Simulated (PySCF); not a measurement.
Species: C7H5S2 (charge -1).
SMILES with atom numbers: `[CH3:1][C:2]#[C:3][c:4]1[cH:5][cH:6][s:7][c:8]1[S-:9]`

Geometry (GFN2-xTB, Å), atoms numbered from 1 in this order:
```xyz
14
C7H5S2 angstrom
C      3.138    0.423   -0.589
C      1.729    0.201   -0.318
C      0.564    0.003   -0.087
C     -0.796   -0.222    0.179
C     -1.788    0.783    0.062
C     -3.036    0.357    0.362
S     -3.055   -1.324    0.809
C     -1.290   -1.460    0.581
S     -0.473   -2.894    0.839
H      3.531    1.224    0.043
H      3.291    0.698   -1.636
H      3.701   -0.489   -0.383
H     -1.557    1.795   -0.239
H     -3.960    0.904    0.355
```

Definitions: NICS(0) = −σiso at the ring centroid; NICS(1) = −σiso and NICS(1)zz = −σzz at ±1 Å along the ring normal z. Level: GIAO PBE0/pcSseg-1 (PySCF, non-relativistic, gas phase) on the GFN2-xTB geometry, one conformer.

Ring bond lengths (Å), with Mayer bond orders in brackets: C4–C5 1.418 (1.25), C5–C6 1.353 (1.60), C6–S7 1.740 (1.08), S7–C8 1.784 (1.07), C8–C4 1.392 (1.33).

**Question.** What do the NICS probes read (ppm)?

**Answer.** 
```tsv
ring	type	NICS(0)	NICS(1), two faces	NICS(1)zz, two faces	rms pucker (Å)	centre to ring atoms, mean (Å)
C4–C5–C6–S7–C8	5-membered ring with S; formal bonds all aromatic	-9.3	-7.6 / -7.6	-14.4 / -14.4	0.00	1.30
```

**Question.** What do they say, and how far can they be read as aromaticity?

**Answer.** 
- C4–C5–C6–S7–C8: mean NICS(1)zz -14.4 ppm, shielded.

**Question.** And the bond-length index? Use HOMA with the parameters of Krygowski (1993).

**Answer.** 
- C4–C5–C6–S7–C8: HOMA 0.60; the largest term is that of S7–C8, α(R − Ropt)² = 1.08.

**Question.** List the ring angles and the Hirshfeld charges of the ring atoms.

**Answer.** 
- C4–C5–C6–S7–C8: C4 113.9° (-0.081 e), C5 113.8° (-0.101 e), C6 111.8° (-0.148 e), S7 91.7° (-0.016 e), C8 108.7° (-0.055 e); sum 540.0° against 540° for a flat convex ring.

**Question.** How shielded are the nuclei of the rings and their hydrogens (means over atoms taken as equivalent)?

**Answer.** 
```tsv
atoms	environment	σ isotropic (ppm)	principal values of the symmetric part, first atom (ppm)
C4	substituted aromatic carbon	74.2	6.4, 86.7, 129.7
C5	aromatic CH carbon	54.6	-27.4, 57.3, 134.1
C6	aromatic CH next to a ring sulfur	79.3	5.3, 92.7, 139.8
S7	thiophene-type sulfur	249.8	-14.5, 381.0, 382.8
C8	substituted aromatic carbon	-11.2	-103.1, -11.9, 81.3
H13	aromatic hydrogen	25.51	23.1, 25.7, 27.7
H14	aromatic hydrogen	26.74	24.0, 25.7, 30.5
```
